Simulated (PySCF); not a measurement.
PySCF job for BH₂, SMILES [BH2] (connectivity only; charge and spin as stated), charge +1, multiplicity 1, ADC(2)/aug-cc-pVDZ. The structure is a stationary point at B3LYP-D3(BJ)/def2-TZVPD. The spin state was assumed, not searched. The isomer is the one that the SMILES or the coordinates give; other isomers of the formula were not compared.

```python
import numpy as np
from pyscf import gto, scf, dft, adc

mol = gto.M(
    atom='''
    B     0.00000000    0.00000000    0.00000000
    H     0.00000000    0.00000000   -1.17434977
    H     0.00000000    0.00000000    1.17434977
    ''',
    basis='aug-cc-pVDZ',
    charge=1,
    spin=0,
    max_memory=1600,
    verbose=4,
)
mf = scf.RHF(mol)
mf.conv_tol = 1e-10
mf.max_cycle = 100
mf.kernel()
res = {}
for kind, nroots in (('ee', 6), ('ip', 6), ('ea', 2)):
    a = adc.ADC(mf).density_fit('aug-cc-pvdz-ri')
    a.method, a.method_type = 'adc(2)', kind
    e, v, p, x = a.kernel(nroots=nroots)
    res[kind] = (e * 27.211386245988, p)
a = adc.ADC(mf).density_fit('aug-cc-pvdz-ri')
a.method, a.method_type, a.ncvs = 'adc(2)-x', 'ip', 1
e, v, p, x = a.kernel(nroots=1)
res['core ip, CVS-ADC(2)-x'] = (e * 27.211386245988, p)
for kind, (e, p) in res.items():
    print(kind, 'energies / eV', np.round(e, 3), 'strengths', np.round(p, 4))
```

Output:

```
PySCF version 2.14.0

[INPUT] verbose = 4
[INPUT] num. atoms = 3
[INPUT] num. electrons = 6
[INPUT] charge = 1
[INPUT] spin (= nelec alpha-beta = 2S) = 0
[INPUT] symmetry False subgroup None
[INPUT] Mole.unit = angstrom
[INPUT] Symbol           X                Y                Z      unit          X                Y                Z       unit  Magmom
[INPUT]  1 B      0.000000000000   0.000000000000   0.000000000000 AA    0.000000000000   0.000000000000   0.000000000000 Bohr   0.0
[INPUT]  2 H      0.000000000000   0.000000000000  -1.174349770000 AA    0.000000000000   0.000000000000  -2.219199439746 Bohr   0.0
[INPUT]  3 H      0.000000000000   0.000000000000   1.174349770000 AA    0.000000000000   0.000000000000   2.219199439746 Bohr   0.0

nuclear repulsion = 4.73143594574894
number of shells = 18
number of NR pGTOs = 57
number of NR cGTOs = 41
basis = aug-cc-pVDZ
ecp = {}


[settings echo left out]
init E= -25.5277192518035
  HOMO = -0.423473213477002  LUMO = -0.0134897406944843  gap/eV = 11.15622
cycle= 1 E= -25.4197506328664  delta_E= 0.108  |g|= 0.315  |ddm|= 1.71
  HOMO = -0.932506799717927  LUMO = -0.300222813158162  gap/eV = 17.20532
cycle= 2 E= -25.470907825258  delta_E= -0.0512  |g|= 0.0547  |ddm|= 0.566
  HOMO = -0.897774810034239  LUMO = -0.240429337583514  gap/eV = 17.88728
cycle= 3 E= -25.4726208945557  delta_E= -0.00171  |g|= 0.00984  |ddm|= 0.139
  HOMO = -0.898505591705386  LUMO = -0.241214637818711  gap/eV = 17.88580
cycle= 4 E= -25.4726783308995  delta_E= -5.74e-05  |g|= 0.000808  |ddm|= 0.051
  HOMO = -0.898875903202999  LUMO = -0.24137904889316  gap/eV = 17.89140
cycle= 5 E= -25.4726786736102  delta_E= -3.43e-07  |g|= 6.68e-05  |ddm|= 0.00708
  HOMO = -0.898894282911439  LUMO = -0.24139003183196  gap/eV = 17.89160
cycle= 6 E= -25.4726786759607  delta_E= -2.35e-09  |g|= 3.41e-06  |ddm|= 0.000561
  HOMO = -0.898895382168027  LUMO = -0.241390776832222  gap/eV = 17.89161
cycle= 7 E= -25.4726786759664  delta_E= -5.71e-12  |g|= 1.75e-07  |ddm|= 5.69e-05
  HOMO = -0.898895308002608  LUMO = -0.241390779139526  gap/eV = 17.89161
Extra cycle  E= -25.4726786759664  delta_E= -1.42e-14  |g|= 3.69e-08  |ddm|= 2.46e-06
converged SCF energy = -25.4726786759664

******** <class 'pyscf.adc.radc.RADC'> ********
******** ADC Orbital Information ********
Number of Frozen Occupied Orbitals: 0
Number of Frozen Virtual Orbitals: 0
Number of Active Occupied Orbitals: 3
Number of Active Virtual Orbitals: 38
*****************************************
******** <class 'pyscf.df.df.DF'> ********
auxbasis = aug-cc-pvdz-ri
Reference correlation energy (doubles): -0.05831035
MP2 correlation energy of reference state (a.u.) = -0.05831035

******** <class 'pyscf.adc.radc_ee.RADCEE'> ********
max_space = 12
max_cycle = 50
conv_tol = 1e-08

*************************************************************
        ADC calculation summary (singlet states only)
*************************************************************
adc(2) root 0  |  Energy (Eh) =   0.2832511865  |  Energy (eV) =   7.70765738  |  Osc. strength = 0.00000000  |  conv = True
adc(2) root 1  |  Energy (Eh) =   0.2832511865  |  Energy (eV) =   7.70765738  |  Osc. strength = 0.00000000  |  conv = True
adc(2) root 2  |  Energy (Eh) =   0.4607600399  |  Energy (eV) =  12.53791931  |  Osc. strength = 0.37115821  |  conv = True
adc(2) root 3  |  Energy (Eh) =   0.4607600399  |  Energy (eV) =  12.53791931  |  Osc. strength = 0.37115821  |  conv = True
adc(2) root 4  |  Energy (Eh) =   0.5504783382  |  Energy (eV) =  14.97927856  |  Osc. strength = 0.89530974  |  conv = True
adc(2) root 5  |  Energy (Eh) =   0.6011964838  |  Energy (eV) =  16.35938959  |  Osc. strength = 0.03764524  |  conv = True

******** <class 'pyscf.adc.radc.RADC'> ********
******** ADC Orbital Information ********
Number of Frozen Occupied Orbitals: 0
Number of Frozen Virtual Orbitals: 0
Number of Active Occupied Orbitals: 3
Number of Active Virtual Orbitals: 38
*****************************************
******** <class 'pyscf.df.df.DF'> ********
auxbasis = aug-cc-pvdz-ri
Reference correlation energy (doubles): -0.05831035
MP2 correlation energy of reference state (a.u.) = -0.05831035

******** <class 'pyscf.adc.radc_ip.RADCIP'> ********
max_space = 12
max_cycle = 50
conv_tol = 1e-08

*************************************************************
        ADC calculation summary (doublet states only)
*************************************************************
adc(2) root 0  |  Energy (Eh) =   0.8956149707  |  Energy (eV) =  24.37092469  |  Spec. factor = 1.92521159  |  conv = True
adc(2) root 1  |  Energy (Eh) =   1.0039204200  |  Energy (eV) =  27.31806608  |  Spec. factor = 1.91866922  |  conv = True
adc(2) root 2  |  Energy (Eh) =   1.5563998369  |  Energy (eV) =  42.35179676  |  Spec. factor = 0.00048645  |  conv = True
adc(2) root 3  |  Energy (Eh) =   1.5563998369  |  Energy (eV) =  42.35179676  |  Spec. factor = 0.00048645  |  conv = True
adc(2) root 4  |  Energy (Eh) =   1.6653879646  |  Energy (eV) =  45.31751478  |  Spec. factor = 0.00084477  |  conv = True
adc(2) root 5  |  Energy (Eh) =   1.6653879646  |  Energy (eV) =  45.31751478  |  Spec. factor = 0.00023609  |  conv = True

******** <class 'pyscf.adc.radc.RADC'> ********
******** ADC Orbital Information ********
Number of Frozen Occupied Orbitals: 0
Number of Frozen Virtual Orbitals: 0
Number of Active Occupied Orbitals: 3
Number of Active Virtual Orbitals: 38
*****************************************
******** <class 'pyscf.df.df.DF'> ********
auxbasis = aug-cc-pvdz-ri
Reference correlation energy (doubles): -0.05831035
MP2 correlation energy of reference state (a.u.) = -0.05831035

******** <class 'pyscf.adc.radc_ea.RADCEA'> ********
max_space = 12
max_cycle = 50
conv_tol = 1e-08

*************************************************************
        ADC calculation summary (doublet states only)
*************************************************************
adc(2) root 0  |  Energy (Eh) =  -0.2774725602  |  Energy (eV) =  -7.55041295  |  Spec. factor = 1.93519468  |  conv = True
adc(2) root 1  |  Energy (Eh) =  -0.2774725602  |  Energy (eV) =  -7.55041295  |  Spec. factor = 1.93519468  |  conv = True

******** <class 'pyscf.adc.radc.RADC'> ********
******** ADC Orbital Information ********
Number of Frozen Occupied Orbitals: 0
Number of Frozen Virtual Orbitals: 0
Number of Active Occupied Orbitals: 3
Number of Active Virtual Orbitals: 38
*****************************************
******** <class 'pyscf.df.df.DF'> ********
auxbasis = aug-cc-pvdz-ri
Reference correlation energy (doubles): -0.05831035
MP2 correlation energy of reference state (a.u.) = -0.05831035

******** <class 'pyscf.adc.radc_ip_cvs.RADCIPCVS'> ********
max_space = 12
max_cycle = 50
conv_tol = 1e-08

*************************************************************
        ADC calculation summary (doublet states only)
*************************************************************
adc(2)-x root 0  |  Energy (Eh) =   7.8491856629  |  Energy (eV) = 213.58722101  |  Spec. factor = 1.68694982  |  conv = True
ee energies / eV [ 7.708  7.708 12.538 12.538 14.979 16.359] strengths [0.     0.     0.3712 0.3712 0.8953 0.0376]
ip energies / eV [24.371 27.318 42.352 42.352 45.318 45.318] strengths [1.9252e+00 1.9187e+00 5.0000e-04 5.0000e-04 8.0000e-04 2.0000e-04]
ea energies / eV [-7.55 -7.55] strengths [1.9352 1.9352]
core ip, CVS-ADC(2)-x energies / eV [213.587] strengths [1.6869]
```

The calculation finished and met its thresholds.

Cost: around 0.8 core-seconds (rough).
